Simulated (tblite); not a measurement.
Compound: C5H10ClFSi (charge +1 and doublet state).
Bonds: C1–C2, C2–C3, C3–Si4, Si4–Cl5, C2–C6, C6–C7, C7–F8. Hydrogens: H9, H10, H11 on C1; H12 on C3; H13, H14 on Si4; H15, H16 on C6; H17, H18 on C7.

Structure optimised with GFN2-xTB, isolated species. This method treats the open shell by occupation alone, without spin polarisation.

Task: Give the optimised bond lengths and angles.

Result: 
| bond | length (bohr) |
| --- | --- |
| C1–C2 | 2.842 |
| C2–C3 | 2.524 |
| C3–Si4 | 3.697 |
| Si4–Cl5 | 3.780 |
| C2–C6 | 2.824 |
| C6–C7 | 2.899 |
| C7–F8 | 2.591 |
| C1–H9, C1–H10, C1–H11 | 2.057 |
| C3–H12 | 2.041 |
| Si4–H13 | 2.772 |
| Si4–H14 | 2.740 |
| C6–H15, C6–H16 | 2.059 |
| C7–H17, C7–H18 | 2.068 |

Bonds in one row agree within 0.02 bohr and their mean is given. A selection of angles:
| angle | degrees |
| --- | --- |
| C2–C1–H9 | 110.2 |
| C2–C1–H10 | 110.7 |
| H9–C1–H10 | 106.9 |
| H9–C1–H11 | 109.9 |
| C1–C2–C3 | 118.2 |
| C1–C2–C6 | 116.0 |
| C3–C2–C6 | 125.3 |
| C2–C3–Si4 | 128.4 |
| C2–C3–H12 | 120.5 |
| Si4–C3–H12 | 110.9 |
| C3–Si4–Cl5 | 107.7 |
| C3–Si4–H13 | 97.5 |
| C3–Si4–H14 | 108.8 |
| Cl5–Si4–H13 | 109.1 |
| Cl5–Si4–H14 | 115.1 |
| H13–Si4–H14 | 116.8 |
| C2–C6–C7 | 108.9 |
| C2–C6–H15 | 111.3 |
| C7–C6–H15 | 107.9 |
| C7–C6–H16 | 109.2 |
| H15–C6–H16 | 108.9 |
| C6–C7–F8 | 109.1 |
| C6–C7–H17 | 110.0 |
| C6–C7–H18 | 113.0 |
| F8–C7–H17 | 107.2 |
| H17–C7–H18 | 110.2 |

Torsions: C1–C2–C3–Si4 153° (antiperiplanar); C2–C3–Si4–Cl5 46° (synclinal); C1–C2–C6–C7 -82° (synclinal); C2–C6–C7–F8 -60° (synclinal). The mirror-image conformer, all signs reversed, is as good.

Of the pairs four or more bonds apart, Si4···F8 is among the closest relative to their van der Waals radii: 2.99 Å, 84 % of the sum of Bondi's values. C3 (carbon bonded to C, Si and H) is planar (angles 128.4°, 120.5° and 110.9°, sum 359.8°, 0.04 Å off the plane of its three neighbours). C2 (carbon bonded to 3 C) is planar (angles 125.3°, 118.2° and 116.0°, sum 359.4°, 0.06 Å off the plane of its three neighbours). The C–C distances run from 1.335 Å (C2–C3, drawn single) to 1.534 Å (C6–C7, drawn single), a spread of 0.199 Å. Si4 (silicon bonded to C, Cl and 2 H) is distorted tetrahedral (angles from 97.5° to 116.8°).

Point group: C1 (no symmetry element, even within 0.4 Å). GFN2-xTB frequencies show an imaginary mode (135i cm⁻¹), so the point is no minimum at that level. 3 starts were optimised and ended at 0.00, 0.51 and 2.91 kcal/mol (GFN2-xTB); the lowest of these is shown.

These are computed values.
